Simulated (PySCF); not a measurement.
**Dipole polarisabilities along the halogens, charge +2**

Calculated with PySCF 2.14 for the ground configurations, without spin-orbit coupling: coupled response for Hartree-Fock and DFT. Mean α in bohr³, C₆ of like pairs in atomic units.

| species | α UHF | α PBE | α PBE0 | C₆ UHF | C₆ PBE | C₆ PBE0 |
| --- | --- | --- | --- | --- | --- | --- |
| F(2+) [He] 2s2 2p3 (x2c-QZVPPall with one added diffuse shell each of s, p, d, f type, spin-free X2C) | 1.267 | 1.246 | 1.240 | 1.552 | 1.586 | 1.563 |
| Cl(2+) [Ne] 3s2 3p3 (x2c-QZVPPall with one added diffuse shell each of s, p, d, f type, spin-free X2C) | 5.941 | 5.845 | 5.834 | 21.14 | 20.82 | 20.74 |
| Br(2+) [Ar] 3d10 4s2 4p3 (x2c-QZVPPall with one added diffuse shell each of s, p, d, f type, spin-free X2C) | 8.383 | 8.247 | 8.227 | 40.76 | 40.01 | 39.88 |
| I(2+) [Kr] 4d10 5s2 5p3 (x2c-QZVPPall with one added diffuse shell each of s, p, d, f type, spin-free X2C) | 13.99 | 13.74 | 13.70 | 98.36 | 96.22 | 95.87 |
